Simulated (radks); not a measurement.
Kinetic energies: the exact non-interacting value of the Kohn-Sham orbitals and orbital-free approximations, in hartree. Species: Al2+ [Ne] 3s1; Cd [Kr] 4d10 5s2; F6+ [He] 2s1; C4+ [He]. All-electron calculation, non-relativistic Kohn-Sham, r2SCAN, spin-polarised, spherical densities, point nucleus; meta-GGA in the generalised Kohn-Sham scheme. Program: a radial shooting solver on a logarithmic mesh with Libxc functionals. Every spin shell is full or empty, so the densities are truly spherical. Functionals are evaluated on that one density, not self-consistently.

functional         Al2+       Cd      F6+      C4+
exact           241.091  5465.32  82.2690  32.3682
Thomas-Fermi     222.59   5173.5   74.157   29.490
von Weizsacker   156.83   2302.7   77.104   32.368
TF + vW          379.42   7476.2   151.26   61.858
TF + vW/9        240.02   5429.4   82.724   33.087
TF + vW/5        253.96   5634.0   89.577   35.964
LC94             241.55   5470.2   82.560   32.937
APBEK            241.86   5473.3   82.519   32.894
revAPBEK         242.85   5483.3   83.194   33.181
Perdew 92        240.05   5429.9   82.741   33.094
Thakkar          241.21   5436.0   82.719   33.009
Pearson          236.76   5415.6   79.037   31.467
LKT              321.87   6532.1   127.87   52.391
PG1              307.09   6304.2   121.90   49.994
DePristo-Kress   241.28   5461.7   82.232   33.120
Ernzerhof        241.90   5444.9   85.041   34.311
